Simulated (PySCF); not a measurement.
**Potential energy of SrCl along the bond**

Set-up: basis Sr def2-SVPD with ECP28, Cl def2-SVPD; scalar-relativistic core potentials; PySCF 2.14. Energies in eV from Sr + Cl in their ground configurations at the same level. State: ²Σ⁺ (doublet), unpaired electrons σ ↑.

```
R (Å)     PBE  UHF-CCSD  PBEsol
2.257  -3.536            -3.804
2.362  -4.009    -3.544  -4.251
2.467  -4.261    -3.865  -4.480
2.546  -4.347    -3.989  -4.550
2.625  -4.369    -4.039  -4.557
2.704  -4.342    -4.033  -4.517
2.809  -4.253    -3.962  -4.413
2.940  -4.088    -3.807  -4.231
3.098  -3.846    -3.565  -3.972
3.308  -3.498            -3.606
```

Task: Put a parabola through the three lowest points of the PBE curve and estimate Re, k and ωe (reduced mass 25.02 u; 1 eV/Å² = 0.16022 mdyn/Å; ωe = 1302.8·√(k/μ) cm⁻¹).

Result: Through R = 2.546, 2.625, 2.704 Å the second-order coefficient is 3.93 eV/Å², so Re ≈ 2.621 Å, k ≈ 1.26 mdyn/Å and ωe ≈ 292 cm⁻¹. A polynomial fit of higher order to the unrounded PBE energies gives Re = 2.617 Å, k = 1.27 mdyn/Å, ωe = 294 cm⁻¹; anharmonicity and rounding make the difference.

The higher-order fit for each curve: PBE: Re = 2.617 Å, ωe = 294 cm⁻¹, De = 4.37 eV; UHF-CCSD: Re = 2.654 Å, ωe = 296 cm⁻¹, De = 4.04 eV; PBEsol: Re = 2.595 Å, ωe = 303 cm⁻¹, De = 4.56 eV.

Correlated steps freeze 5 core orbitals. Correlated levels converge slowly with the basis: in double zeta they bind strong bonds too weakly, by up to about 1 eV, and carry superposition errors of some tenths. Spin–orbit coupling is left out. The state is the lowest determinant that a PBE0 search found; another state may lie lower at other levels.
